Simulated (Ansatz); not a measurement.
Correlation energies of `C[SiH2][SiH](Cl)Cl` by basis set

```xyz
11

C    -0.0184   -1.6389    0.4662
Si    0.9225   -0.0338    0.2740
Si   -0.5099    1.5905   -0.6033
Cl   -1.2159    0.9346   -2.4226
Cl   -2.1076    1.8207    0.6744
H    -0.3977   -1.9773   -0.5001
H     0.6277   -2.4184    0.8755
H    -0.8675   -1.5056    1.1396
H     2.0741   -0.1777   -0.6587
H     1.4328    0.4662    1.5803
H     0.0600    2.9397   -0.8252
```

The species carries charge 0 and has multiplicity 1. Geometry: relaxed with PBE0-D4/def2-TZVP. It is one conformer, not always the lowest. Frozen core, restricted reference, the Gaussian-basis code of Ansatz. CBS rows extrapolate triple and quadruple zeta; past MP2 they add the triple-zeta difference.

| basis | HF (Eh) | MP2 corr. | CCSD corr. | (T) | CCSD(T) total |
| --- | --- | --- | --- | --- | --- |
| def2-SVP | -1537.83636 | ? | -0.67331 | -0.01691 | ? |
| def2-TZVPP | -1538.40663 | ? | ? | -0.03576 | ? |
| def2-QZVPP | -1538.45191 | -0.86980 | – | – | – |
| CBS(def2) | -1538.45815 | ? | -0.99571 | as TZ | ? |

Task: Fill in the withheld values. (An estimate is asked.)

Result: Computed: def2-SVP MP2 corr.: -0.60328; def2-SVP CCSD(T) total: -1538.52658; def2-TZVPP MP2 corr.: -0.79965; def2-TZVPP CCSD corr.: -0.87360; def2-TZVPP CCSD(T) total: -1539.31599; CBS(def2) MP2 corr.: -0.92176; CBS(def2) CCSD(T) total: -1539.48962.
